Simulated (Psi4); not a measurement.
H10Ge4 (SMILES [GeH3][GeH]([GeH3])[GeH3]), singlet, geometry from GFN2-xTB; CAM-B3LYP/def2-TZVPP (Psi4).

Here is a job for Psi4.
```
memory 2 GB

molecule mol {
0 1
Ge    0.096310    0.222966    0.403650
Ge   -0.904827    1.890841   -0.998493
Ge    2.218760   -0.557126   -0.395331
Ge   -1.405386   -1.545447    1.009834
H     0.407639    0.942586    1.714941
H    -1.228393    1.406487   -2.383030
H    -2.203564    2.420724   -0.461569
H    -0.038684    3.100325   -1.204011
H     3.263314    0.518873   -0.473949
H     2.821528   -1.631785    0.463643
H     2.168004   -1.149428   -1.774779
H    -1.830330   -2.406615   -0.145143
H    -2.687607   -1.058534    1.621767
H    -0.827368   -2.502141    2.013003
}

set {
  basis def2-tzvpp
  reference rks
}

energy('cam-b3lyp')
print_variables()
```

The log (banner, timings and long lists left out):

```
   => Loading Basis Set <=

    Name: DEF2-TZVPP
    Role: ORBITAL
    Keyword: BASIS

         ---------------------------------------------------------
                                   SCF
               by Justin Turney, Rob Parrish, Andy Simmonett
                          and Daniel G. A. Smith
                              RKS Reference
         ---------------------------------------------------------

  ==> Geometry <==

    Molecular point group: c1
    Full point group: C1

    Geometry (in Angstrom), charge = 0, multiplicity = 1:

       Center              X                  Y                   Z               Mass
    ------------   -----------------  -----------------  -----------------  -----------------
         GE           0.095648187751     0.221435044952     0.400970668232    73.921177761000
         GE          -0.905488812249     1.889310044952    -1.001172331768    73.921177761000
         GE           2.218098187751    -0.558656955048    -0.398010331768    73.921177761000
         GE          -1.406047812249    -1.546977955048     1.007154668232    73.921177761000
         H            0.406977187751     0.941055044952     1.712261668232     1.007825032230
         H           -1.229054812249     1.404956044952    -2.385709331768     1.007825032230
         H           -2.204225812249     2.419193044952    -0.464248331768     1.007825032230
         H           -0.039345812249     3.098794044952    -1.206690331768     1.007825032230
         H            3.262652187751     0.517342044952    -0.476628331768     1.007825032230
         H            2.820866187751    -1.633315955048     0.460963668232     1.007825032230
         H            2.167342187751    -1.150958955048    -1.777458331768     1.007825032230
         H           -1.830991812249    -2.408145955048    -0.147822331768     1.007825032230
         H           -2.688268812249    -1.060064955048     1.619087668232     1.007825032230
         H           -0.828029812249    -2.503671955048     2.010323668232     1.007825032230

  Running in c1 symmetry.

  Rotational constants: A =      0.02512  B =      0.02507  C =      0.01322 [cm^-1]
  Rotational constants: A =    752.96672  B =    751.49914  C =    396.30394 [MHz]
  Nuclear repulsion = 1329.086000365759901

  Charge       = 0
  Multiplicity = 1
  Electrons    = 138
  Nalpha       = 69
  Nbeta        = 69

  ==> Algorithm <==

  SCF Algorithm Type is DF.
  DIIS enabled.
  MOM disabled.
  Fractional occupation disabled.
  Guess Type is SAD.
  Energy threshold   = 1.00e-06
  Density threshold  = 1.00e-06
  Integral threshold = 1.00e-12

  ==> Primary Basis <==

  Basis Set: DEF2-TZVPP
    Blend: DEF2-TZVPP
    Number of shells: 124
    Number of basis functions: 332
    Number of Cartesian functions: 370
    Spherical Harmonics?: true
    Max angular momentum: 3

  ==> DFT Potential <==

   => LibXC <=

    Version 7.1.2
    S. Lehtola, C. Steigemann, M. J. T. Oliveira, and M. A. L. Marques,  SoftwareX 7, 1–5 (2018) (10.1016/j.softx.2017.11.002)

   => Composite Functional: CAM-B3LYP <=

    CAM-B3LYP Hyb-GGA Exchange-Correlation Functional

    T. Yanai, D. P. Tew, and N. C. Handy,  Chem. Phys. Lett. 393, 51 (2004) (10.1016/j.cplett.2004.06.011)

    Deriv               =              1
    GGA                 =           TRUE
    Meta                =          FALSE

    Exchange Hybrid     =           TRUE
    MP2 Hybrid          =          FALSE

   => Exchange Functionals <=

    0.3500         Becke 88 [omega = 0.3300]
    0.4600   Short-range recipe for B88 functional - erf [omega = 0.3300]

   => Exact (HF) Exchange <=

    0.4600            HF,LR [omega = 0.3300]
    0.1900               HF

   => Correlation Functionals <=

    0.1900   Vosko, Wilk & Nusair (VWN5)
    0.8100   Lee, Yang & Parr

   => LibXC Density Thresholds  <==

    XC_HYB_GGA_XC_CAM_B3LYP:  1.00E-14

   => Molecular Quadrature <=

    Radial Scheme          =       TREUTLER
[...]
    Role: JKFIT
    Keyword: DF_BASIS_SCF

  ==> Integral Setup <==

  ==> DiskDFJK: Density-Fitted J/K Matrices <==

    J tasked:                  Yes
    K tasked:                  Yes
    wK tasked:                 Yes
    Omega:               3.300E-01
    Integrals threads:           1
    Algorithm:                Disk
    Integral Cache:           NONE
    Schwarz Cutoff:          1E-12
    Fitting Condition:       1E-10

   => Auxiliary Basis Set <=

  Basis Set: (DEF2-TZVPP AUX)
    Blend: DEF2-UNIVERSAL-JKFIT
    Number of shells: 300
    Number of basis functions: 1244
    Number of Cartesian functions: 1684
    Spherical Harmonics?: true
    Max angular momentum: 5

  Minimum eigenvalue in the overlap matrix is 1.1215697873E-03.
  Reciprocal condition number of the overlap matrix is 2.0834648481E-04.
    Using symmetric orthogonalization.

  ==> Pre-Iterations <==

  SCF Guess: Superposition of Atomic Densities via on-the-fly atomic UHF (no occupation information).

   -------------------------
    Irrep   Nso     Nmo
   -------------------------
     A        332     332
   -------------------------
    Total     332     332
   -------------------------

  ==> Iterations <==

                           Total Energy        Delta E     RMS |[F,P]|

   @DF-RKS iter SAD: -8301.78195458306982   -8.30178e+03   0.00000e+00
   @DF-RKS iter   1: -8308.46791159395252   -6.68596e+00   1.84041e-02 ADIIS/DIIS
   @DF-RKS iter   2: -8297.04194332901170    1.14260e+01   3.50622e-02 ADIIS/DIIS
   @DF-RKS iter   3: -8314.42957080592168   -1.73876e+01   2.23356e-03 ADIIS/DIIS
   @DF-RKS iter   4: -8314.49539682281102   -6.58260e-02   8.96100e-04 ADIIS/DIIS
   @DF-RKS iter   5: -8314.50744890507667   -1.20521e-02   8.96190e-05 DIIS
   @DF-RKS iter   6: -8314.50765234655955   -2.03441e-04   9.68301e-06 DIIS
   @DF-RKS iter   7: -8314.50765745120589   -5.10465e-06   3.10155e-06 DIIS
   @DF-RKS iter   8: -8314.50765820727611   -7.56070e-07   4.99145e-07 DIIS
  Energy and wave function converged.

  ==> Post-Iterations <==

   Electrons on quadrature grid:
      Ntotal   =  137.9999614713 ; deviation = -3.853e-05

    Orbital Energies [Eh]
    ---------------------

    Doubly Occupied:

[...]
    Virtual:

[...]
    Final Occupation by Irrep:
              A
    DOCC [    69 ]
    NA   [    69 ]
    NB   [    69 ]

  @DF-RKS Final Energy: -8314.50765820727611

   => Energetics <=

    Nuclear Repulsion Energy =           1329.0860003657599009
    One-Electron Energy =              -14240.0096296588744735
    Two-Electron Energy =                4846.0797722081997563
    DFT Exchange-Correlation Energy =    -249.6638011223610079
    Empirical Dispersion Energy =           0.0000000000000000
    VV10 Nonlocal Energy =                  0.0000000000000000
    Total Energy =                      -8314.5076582072761084

Computation Completed

Properties will be evaluated at   0.000000,   0.000000,   0.000000 [a0]

Properties computed using the SCF density matrix

 Multipole Moments:

 ------------------------------------------------------------------------------------
     Multipole            Electronic (a.u.)      Nuclear  (a.u.)        Total (a.u.)
 ------------------------------------------------------------------------------------

 L = 1.  Multiply by 2.5417464519 to convert [e a0] to [Debye]
 Dipole X            :          0.1845279           -0.1726588            0.0118691
 Dipole Y            :          0.4271216           -0.3992836            0.0278380
 Dipole Z            :          0.7460170           -0.6987353            0.0472817
 Magnitude           :                                                    0.0561373

 ------------------------------------------------------------------------------------

  Variable Map:
  ----------------------------------------------------------------------------
[...]
  Array Variable Map:
  ----------------------------------------------------------------------------
[...]
[...]
```
